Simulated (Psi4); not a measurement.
S8, charge -1, doublet, at the geometry of the source list (a state made from the parent by changing its charge; the spin is typed, not shown lowest) (a gas-phase anion, which may not be bound at this level); PBE/pcseg-1 (Psi4).

Here is a job for Psi4.
```
memory 2 GB

molecule {
-1 2
  S     1.75900000   -1.78430000    0.07990000
  S     1.53220000   -0.05360000    1.13450000
  S     1.91110000    1.62190000    0.03530000
  S     0.12080000    2.06780000   -0.96920000
  S    -1.36750000    1.78240000    0.41160000
  S    -2.37000000    0.10280000   -0.23390000
  S    -1.52050000   -1.64200000    0.45650000
  S    -0.06520000   -2.09500000   -0.91460000
}

set basis pcseg-1
set reference uks
set e_convergence 1e-8

energy('pbe')
print_variables()
```

What the program printed (banner, timings and long lists left out):

```
   => Loading Basis Set <=

    Name: PCSEG-1
    Role: ORBITAL
    Keyword: BASIS

         ---------------------------------------------------------
                                   SCF
               by Justin Turney, Rob Parrish, Andy Simmonett
                          and Daniel G. A. Smith
                              UKS Reference
         ---------------------------------------------------------

  ==> Geometry <==

    Molecular point group: c1
    Full point group: C1

    Geometry (in Angstrom), charge = -1, multiplicity = 2:

       Center              X                  Y                   Z               Mass
    ------------   -----------------  -----------------  -----------------  -----------------
         S            1.759012500000    -1.784300000000     0.079887500000    31.972071174400
         S            1.532212500000    -0.053600000000     1.134487500000    31.972071174400
         S            1.911112500000     1.621900000000     0.035287500000    31.972071174400
         S            0.120812500000     2.067800000000    -0.969212500000    31.972071174400
         S           -1.367487500000     1.782400000000     0.411587500000    31.972071174400
         S           -2.369987500000     0.102800000000    -0.233912500000    31.972071174400
         S           -1.520487500000    -1.642000000000     0.456487500000    31.972071174400
         S           -0.065187500000    -2.095000000000    -0.914612500000    31.972071174400

  Running in c1 symmetry.

  Rotational constants: A =      0.02353  B =      0.02217  C =      0.01339 [cm^-1]
  Rotational constants: A =    705.42507  B =    664.69798  C =    401.46731 [MHz]
  Nuclear repulsion = 1236.770801185233722

  Charge       = -1
  Multiplicity = 2
  Electrons    = 129
  Nalpha       = 65
  Nbeta        = 64

  ==> Algorithm <==

  SCF Algorithm Type is DF.
  DIIS enabled.
  MOM disabled.
  Fractional occupation disabled.
  Guess Type is SAD.
  Energy threshold   = 1.00e-08
  Density threshold  = 1.00e-06
  Integral threshold = 1.00e-12

  ==> Primary Basis <==

  Basis Set: PCSEG-1
    Blend: PCSEG-1
    Number of shells: 64
    Number of basis functions: 144
    Number of Cartesian functions: 152
    Spherical Harmonics?: true
    Max angular momentum: 2

  ==> DFT Potential <==

   => LibXC <=

    Version 7.1.2
    S. Lehtola, C. Steigemann, M. J. T. Oliveira, and M. A. L. Marques,  SoftwareX 7, 1–5 (2018) (10.1016/j.softx.2017.11.002)

   => Composite Functional: PBE <=

    PBE GGA Exchange-Correlation Functional

    J.P. Perdew et. al., Phys. Rev. Lett., 77(18), 3865-3868, 1996

    Deriv               =              1
    GGA                 =           TRUE
    Meta                =          FALSE

    Exchange Hybrid     =          FALSE
    MP2 Hybrid          =          FALSE

   => Exchange Functionals <=

    1.0000     XC_GGA_X_PBE

   => Correlation Functionals <=

    1.0000     XC_GGA_C_PBE

   => LibXC Density Thresholds  <==

    XC_GGA_C_PBE:  1.00E-12
    XC_GGA_X_PBE:  1.00E-15

   => Molecular Quadrature <=

    Radial Scheme          =       TREUTLER
    Pruning Scheme         =           NONE
    Nuclear Scheme         =       TREUTLER

    Blocking Scheme        =         OCTREE
    BS radius alpha        =              1
    Pruning alpha          =              1
    Radial Points          =             75
    Spherical Points       =            302
    Total Points           =         163156
    Total Blocks           =           1293
    Max Points             =            256
    Max Functions          =            129
    Weights Tolerance      =       1.00E-15

   => Loading Basis Set <=

    Name: (PCSEG-1 AUX)
    Role: JKFIT
    Keyword: DF_BASIS_SCF

  ==> Integral Setup <==

  SCF_SUBTYPE=INCORE selected. In-core MEM_DF algorithm will be used.
  Using in-core AOs.

  ==> MemDFJK: Density-Fitted J/K Matrices <==

    J tasked:                   Yes
    K tasked:                    No
[...]
   @DF-UKS iter   1: -3183.96608546438802    6.43001e-01   3.52361e-03 DIIS/ADIIS
   @DF-UKS iter   2: -3183.87980030943709    8.62852e-02   4.53522e-03 DIIS/ADIIS
   @DF-UKS iter   3: -3184.12295638921523   -2.43156e-01   1.79916e-03 DIIS/ADIIS
   @DF-UKS iter   4: -3184.13641128558493   -1.34549e-02   1.43018e-03 DIIS/ADIIS
   @DF-UKS iter   5: -3184.16665497351869   -3.02437e-02   4.92638e-04 DIIS/ADIIS
   @DF-UKS iter   6: -3184.16934735156974   -2.69238e-03   3.12655e-04 DIIS/ADIIS
   @DF-UKS iter   7: -3184.17025402820082   -9.06677e-04   1.79692e-04 DIIS/ADIIS
   @DF-UKS iter   8: -3184.17016893579103    8.50924e-05   1.84716e-04 DIIS/ADIIS
   @DF-UKS iter   9: -3184.17052503106925   -3.56095e-04   1.26467e-04 DIIS/ADIIS
   @DF-UKS iter  10: -3184.17082988185575   -3.04851e-04   2.21398e-05 DIIS
   @DF-UKS iter  11: -3184.17083659292803   -6.71107e-06   9.09599e-06 DIIS
   @DF-UKS iter  12: -3184.17083751079645   -9.17868e-07   4.90497e-06 DIIS
   @DF-UKS iter  13: -3184.17083784298211   -3.32186e-07   1.38912e-06 DIIS
   @DF-UKS iter  14: -3184.17083785355362   -1.05715e-08   1.05666e-06 DIIS
   @DF-UKS iter  15: -3184.17083786665444   -1.31008e-08   6.24297e-07 DIIS
   @DF-UKS iter  16: -3184.17083786962803   -2.97359e-09   4.20659e-07 DIIS
  Energy and wave function converged.

  ==> Post-Iterations <==

   Electrons on quadrature grid:
      Nalpha   =   65.0000118541 ; deviation = 1.185e-05
      Nbeta    =   64.0000129813 ; deviation = 1.298e-05
      Ntotal   =  129.0000248354 ; deviation = 2.484e-05

   @Spin Contamination Metric:   1.643814414E-03
   @S^2 Expected:                7.500000000E-01
   @S^2 Observed:                7.516438144E-01
   @S   Expected:                5.000000000E-01
   @S   Observed:                5.000000000E-01

    Orbital Energies [Eh]
    ---------------------

    Alpha Occupied:

[...]
    Alpha Virtual:

[...]
     144A      1.262270

    Beta Occupied:

[...]
      64A     -0.046846

    Beta Virtual:

[...]
    Final Occupation by Irrep:
              A
    DOCC [    64 ]
    SOCC [     1 ]
    NA   [    65 ]
    NB   [    64 ]

  @DF-UKS Final Energy: -3184.17083786962803

   => Energetics <=

    Nuclear Repulsion Energy =           1236.7708011852337222
    One-Electron Energy =               -6887.8829285989941127
    Two-Electron Energy =                2671.4955896904457404
    DFT Exchange-Correlation Energy =    -204.5543001463135226
    Empirical Dispersion Energy =           0.0000000000000000
    VV10 Nonlocal Energy =                  0.0000000000000000
    Total Energy =                      -3184.1708378696280306

  UHF NO Occupations:
  HONO-2 :   63  A 1.9998967
  HONO-1 :   64  A 1.9996570
  HONO-0 :   65  A 1.0000000
  LUNO+0 :   66  A 0.0003430
  LUNO+1 :   67  A 0.0001033
  LUNO+2 :   68  A 0.0000929
  LUNO+3 :   69  A 0.0000551

Computation Completed

Properties will be evaluated at   0.000000,   0.000000,   0.000000 [a0]

Properties computed using the SCF density matrix

 Multipole Moments:

 ------------------------------------------------------------------------------------
     Multipole            Electronic (a.u.)      Nuclear  (a.u.)        Total (a.u.)
 ------------------------------------------------------------------------------------

 L = 1.  Multiply by 2.5417464519 to convert [e a0] to [Debye]
 Dipole X            :         -0.1116330           -0.0000000           -0.1116330
 Dipole Y            :          0.0068894           -0.0000000            0.0068894
 Dipole Z            :          0.2285827           -0.0000000            0.2285827
 Magnitude           :                                                    0.2544788

 ------------------------------------------------------------------------------------

  Variable Map:
  ----------------------------------------------------------------------------
[...]
  Array Variable Map:
  ----------------------------------------------------------------------------
[...]
[...]
```
